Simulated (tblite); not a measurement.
Task: Write Cartesian coordinates for `C=C1C[C](N)[C@]1(C)F` [radical] as optimised with GFN2-xTB. (Doublet state.)

Result: 
```xyz
17
C6H9FN angstrom
C     -1.7377   -1.4257    0.8520
C     -0.7042   -0.7915    0.3343
C      0.4863   -1.2269   -0.4903
C      1.1104    0.0841   -0.0878
N      2.4114    0.3361    0.2814
C     -0.1341    0.5893    0.5772
C     -0.8548    1.7764   -0.0409
F      0.0314    0.8828    1.9559
H     -2.4223   -0.9309    1.5191
H     -1.9295   -2.4628    0.6336
H      0.2847   -1.3338   -1.5602
H      0.9866   -2.1401   -0.1458
H      3.0332   -0.4618    0.2842
H      2.5147    0.9333    1.0918
H     -1.0201    1.5894   -1.0975
H     -1.8112    1.9208    0.4555
H     -0.2517    2.6735    0.0772
```

Any rigid rotation of these coordinates is as good. Atoms count from 1 in this order. Of the pairs four or more bonds apart, F8···H14 is among the closest relative to their van der Waals radii: 2.63 Å, 98 % of the sum of Bondi's values. N5 (nitrogen bonded to C and 2 H) is pyramidal (angles 116.0°, 114.8° and 113.6°, sum 344.4°, 0.26 Å off the plane of its three neighbours). C1 (carbon bonded to C and 2 H) is planar (angles 121.5°, 121.4° and 117.1°, sum 360.0°, 0.00 Å off the plane of its three neighbours). The C–C distances run from 1.318 Å (C1=C2, drawn double) to 1.520 Å (C6–C7, drawn single), a spread of 0.202 Å.

Bonds between heavy atoms (Å): C1=C2 1.318, C2–C3 1.512, C3–C4 1.507, C4–N5 1.376, C4–C6 1.499, C6–C7 1.520, C6–F8 1.419, C2–C6 1.514.

The geometry is computed with GFN2-xTB (gas phase). This method treats the open shell by occupation alone, without spin polarisation.

Point group: C1 (no symmetry element, even within 0.4 Å). Its GFN2-xTB frequencies are all real (lowest 42 cm⁻¹). Torsions: C3–C4–N5–H 0° and -136°. 2 starts were optimised and ended at 0.00 and 0.02 kcal/mol (GFN2-xTB); the lowest of these is shown.

One conformer stands for the species.
